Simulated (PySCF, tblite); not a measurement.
Isomers of [C5H9F3P]+ (charge +1), one GFN2-xTB conformer each. Single-point energies are computed at PBE0/pcSseg-1 (PySCF, gas phase, no added dispersion term), electronic only.

| SMILES | GFN2-xTB relative energy (kJ/mol) |
| --- | --- |
| CC[P@H+](C)C(F)=C(F)F | 47.0 |
| C=C[P@@H+](C)CC(F)(F)F | 0.0 |
| C=C(C)[PH2+]CC(F)(F)F | 16.3 |

Conformers: `[CH3:1][CH2:2][P@H+:3]([CH3:4])[C:5]([F:6])=[C:7]([F:8])[F:9]` (charge +1) with C1–C2–P3–C4 -174°, C2–P3–C5–F6 21°; `[CH2:1]=[CH:2][P@@H+:3]([CH3:4])[CH2:5][C:6]([F:7])([F:8])[F:9]` (charge +1) with C1–C2–P3–C4 117°, C2–P3–C5–C6 -177°; `[CH2:1]=[C:2]([CH3:3])[PH2+:4][CH2:5][C:6]([F:7])([F:8])[F:9]` (charge +1) with C1–C2–P4–C5 -120°, C2–P4–C5–C6 56°.

Problem. What does PBE0/pcSseg-1 give for the same structures?

Solution. 
```
                SMILES  PBE0/pcSseg-1 E (Eh)  PBE0/pcSseg-1 (kJ/mol)  GFN2-xTB (kJ/mol)  point group
C=C[P@@H+](C)CC(F)(F)F            -835.86581                     0.0                0.0           C1
 C=C(C)[PH2+]CC(F)(F)F            -835.84800                    46.8               16.3           C1
 CC[P@H+](C)C(F)=C(F)F            -835.82673                   102.6               47.0           C1
```

Both levels put the same isomer lowest; measured from each level's own lowest isomer, the values differ by up to 55.6 kJ/mol (CC[P@H+](C)C(F)=C(F)F: 47.0 against 102.6). 

Problem. Which frontier levels and rotational constants go with these structures?

Solution. 
```tsv
SMILES	HOMO (eV, PBE0/pcSseg-1)	LUMO (eV)	A, B, C (MHz)
C=C[P@@H+](C)CC(F)(F)F	-13.41	-5.76	2703, 768.4, 695.6
C=C(C)[PH2+]CC(F)(F)F	-12.89	-5.79	2201, 935.7, 891.3
CC[P@H+](C)C(F)=C(F)F	-12.42	-5.31	1879, 923.7, 746.7
```

Problem. What happens when harmonic zero-point energies from GFN2-xTB frequencies are added?

Solution. 
| SMILES | ZPE (kJ/mol) | electronic (kJ/mol) | with ZPE (kJ/mol) |
| --- | --- | --- | --- |
| C=C[P@@H+](C)CC(F)(F)F | 335.9 | 0.0 | 0.0 |
| C=C(C)[PH2+]CC(F)(F)F | 335.3 | 46.8 | 46.1 |
| CC[P@H+](C)C(F)=C(F)F | 338.8 | 102.6 | 105.5 |

The zero-point energies span 3.5 kJ/mol. The order is unchanged.
